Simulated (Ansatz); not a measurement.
`N[Si](N)([SiH3])[SiH3]` + `OB(O)F` → `N[Si](N)(O)[SiH3]` + `OB(F)[SiH3]`  (redistribution)

Calculated with Ansatz (gas phase, PBE0-D4/def2-TZVP geometries, no zero-point term in ΔE). CCSD(T)/CBS is the MP2 limit (def2-TZVPP, def2-QZVPP) plus CCSD(T) − MP2 in def2-TZVPP, frozen cores. Functionals use def2-TZVPP. B3LYP here is the variant with VWN-RPA as its local correlation; programs differ in this. One conformer a species, not always the lowest.

`N[Si](N)([SiH3])[SiH3]`:

Cartesian coordinates in Å:
```
N 1.169 0.856 -1.364
Si 0.297 -0.123 -0.250
N 0.917 -1.722 -0.392
Si 0.554 0.431 2.026
Si -1.968 0.156 -0.836
H 0.760 1.697 -1.735
H 2.172 0.933 -1.293
H 0.852 -2.366 0.379
H 0.883 -2.201 -1.279
H 1.990 0.621 2.381
H -0.001 -0.625 2.923
H -0.164 1.702 2.324
H -2.341 1.597 -0.950
H -2.279 -0.499 -2.139
H -2.842 -0.456 0.205
```

`OB(O)F`:

Z-matrix (Å, degrees):
```
B
O 1 1.352
F 1 1.333 2 117.9
O 1 1.360 2 121.6 3 180.0
H 2 0.960 1 112.5 3 -180.0
H 4 0.960 1 113.1 2 -180.0
```

`N[Si](N)(O)[SiH3]`:

```xyz
13

N     1.679    0.768    0.225
Si    0.324   -0.255   -0.042
N     0.186   -0.313   -1.744
O     0.629   -1.657    0.776
Si   -1.756    0.406    0.813
H     1.737    1.648   -0.263
H     2.061    0.845    1.154
H    -0.634   -0.683   -2.194
H     1.002   -0.378   -2.331
H     1.467   -2.087    0.590
H    -2.866   -0.445    0.297
H    -1.777    0.338    2.301
H    -2.050    1.813    0.417
```

`OB(F)[SiH3]`:

Cartesian coordinates in Å:
```
O -0.770 1.557 0.950
B -0.908 0.409 0.253
F -2.159 0.023 0.026
Si 0.627 -0.733 -0.449
H 0.143 1.811 1.099
H 0.558 -0.848 -1.930
H 1.937 -0.120 -0.085
H 0.571 -2.100 0.135
```

```
             level  ΔE (kJ/mol)  difference from CCSD(T)/CBS
         r2SCAN-D4         31.8                          5.1
           PBE0-D4         37.5                         10.8
          B3LYP-D4         30.3                          3.6
           ωB97X-V         25.4                         -1.3
           ωB97M-V         25.1                         -1.6
            B2PLYP         25.0                         -1.7
               PBE         32.6                          5.9
             B3LYP         25.8                         -0.9
    MP2/def2-TZVPP         26.3                         -0.4
SCS-MP2/def2-TZVPP         24.0                         -2.7
   CCSD/def2-TZVPP         27.5                          0.8
CCSD(T)/def2-TZVPP         27.5                          0.8
     HF/def2-QZVPP         26.9                          0.2
SCS-MP2/def2-QZVPP         23.5                         -3.2
      HF/CBS(def2)         26.8                          0.1
     MP2/CBS(def2)         25.5                         -1.2
       CCSD(T)/CBS         26.7                            0
```

Largest T1 diagnostic among the species: 0.014.

The D4 term adds +4.5 kJ/mol with B3LYP and +2.9 kJ/mol with PBE0; it sums over pairs of atoms, weighted by their polarisabilities, and B3LYP, whose exchange is more repulsive, gets the larger term.
